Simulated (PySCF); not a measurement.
Static response to an electric field

C₃H₁₁NSi₂.
SMILES with atom numbers: `[CH2:1]=[CH:2][CH2:3][N:4]([SiH3:5])[SiH3:6]` (hydrogens: H7, H8 on C1; H9 on C2; H10, H11 on C3; H12, H13, H14 on Si5; H15, H16, H17 on Si6)

Cartesian coordinates in Å at the GFN2-xTB level; atoms count from 1:
```xyz
17
C3H11NSi2 angstrom
C      2.4184   -0.9547   -0.2228
C      1.6003    0.0768   -0.1378
C      0.3711    0.2552   -0.9722
N     -0.8353    0.2478   -0.1590
Si    -1.3918   -1.3196    0.3429
Si    -1.2955    1.7429    0.5920
H      3.2814   -1.0567    0.4137
H      2.2620   -1.7408   -0.9438
H      1.7617    0.8546    0.5973
H      0.4326    1.2111   -1.5041
H      0.3094   -0.5462   -1.7142
H     -2.7205   -1.1226    0.9094
H     -0.4992   -1.9390    1.3308
H     -1.4237   -2.1492   -0.8648
H     -1.0670    2.7872   -0.4111
H     -0.5055    2.0525    1.7930
H     -2.7052    1.6127    0.9407
```

Level: wB97X-D/def2-SVPD (PySCF), static field, nuclei fixed, core orbitals frozen in the response. The polarisability tensor in these axes (au):

```
x   102.67  -8.66  -4.19
y    -8.66 100.80   2.78
z    -4.19   2.78  82.93
```

Q: Diagonalise the tensor; give its mean and Δα, where Δα² is half the sum of the squared differences of the eigenvalues.

A: Principal values 82.01, 93.07 and 111.32 au; mean 95.47 au = 14.15 Å³ = 15.74 × 10⁻⁴⁰ C²·m²/J; Δα = 25.64 au (27 % of the mean).

Q: What is the dipole moment, and where does it point?

A: (0.53, 0.02, -0.22) D, 0.58 D in size, pointing from the negative to the positive side. Measured along this direction, the outermost atoms are H12 and H17 at the negative end and H7 at the positive end.

Q: Give the eigenvalues of the traceless quadrupole moment Θ = ½Σq(3rr − r²1), origin at the centre of nuclear charge.

A: -1.33, -0.42, 1.75 D·Å. The values depend on the origin, since the dipole doesn't vanish. The electronic extent ⟨r²⟩ about the same centre is 1087 bohr², a root-mean-square distance of 2.18 Å for the 64 electrons.

Q: Directions of the eigenvectors, and the extent of the frame along each?

A: Largest value along (0.74, -0.65, -0.17), where the nuclei span 6.25 Å; middle along (0.65, 0.75, -0.06), 4.44 Å; least along (0.17, -0.07, 0.98), 3.14 Å. The response follows the extents in order.

Q: Find the Langevin capture rate constant for NH4+ (18.034 u) meeting this molecule (117.043 u), k = 2.342 × 10⁻⁹ cm³/s × √(α in Å³ / reduced mass in u).

A: The reduced mass is 15.63 u, so k = 2.23 × 10⁻⁹ cm³/s. The formula leaves out the permanent dipole, which adds to the capture rate.

Q: Molar refractivity from α?

A: Lorentz–Lorenz: R = (4π/3)N_A α = 2.5225 cm³/(mol·Å³) × 14.15 Å³ = 35.7 cm³/mol, in the limit of long wavelengths.

Isolated species at its GFN2-xTB geometry (one conformer only).
